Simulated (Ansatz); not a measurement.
Wavefunction ladder for C2H6FO2Sc (`C[O][Sc]([F])[O]C`)

| atom | x (Å) | y (Å) | z (Å) |
| --- | --- | --- | --- |
| C1 | 1.976 | 0.145 | 2.030 |
| O2 | 1.276 | 0.530 | 0.898 |
| Sc3 | 0.283 | 0.988 | -0.608 |
| F4 | 0.717 | 2.532 | -1.556 |
| O5 | -1.138 | -0.068 | -1.181 |
| C6 | -2.187 | -0.882 | -1.576 |
| H7 | 2.590 | 0.969 | 2.413 |
| H8 | 2.643 | -0.697 | 1.809 |
| H9 | 1.294 | -0.171 | 2.828 |
| H10 | -1.839 | -1.904 | -1.773 |
| H11 | -2.956 | -0.938 | -0.796 |
| H12 | -2.659 | -0.503 | -2.490 |

Total charge 0; spin multiplicity 1. Correlated methods include outer-core shells of Sc, which these sets cover unevenly. Scalar relativity is left out up to krypton. The geometry is a stationary point of PBE0-D4/def2-TZVP. It is one conformer, not always the lowest. Frozen core, restricted reference, the Gaussian-basis code of Ansatz.

| basis | HF (Eh) | MP2 corr. | CCSD corr. | (T) | CCSD(T) total |
| --- | --- | --- | --- | --- | --- |
| def2-SVP | -1088.01031 | -1.06136 | -1.10866 | -0.02776 | -1089.14673 |
| def2-TZVPP | -1088.50540 | -1.37594 | – | – | – |
| def2-QZVPP | -1088.53467 | -1.50478 | – | – | – |
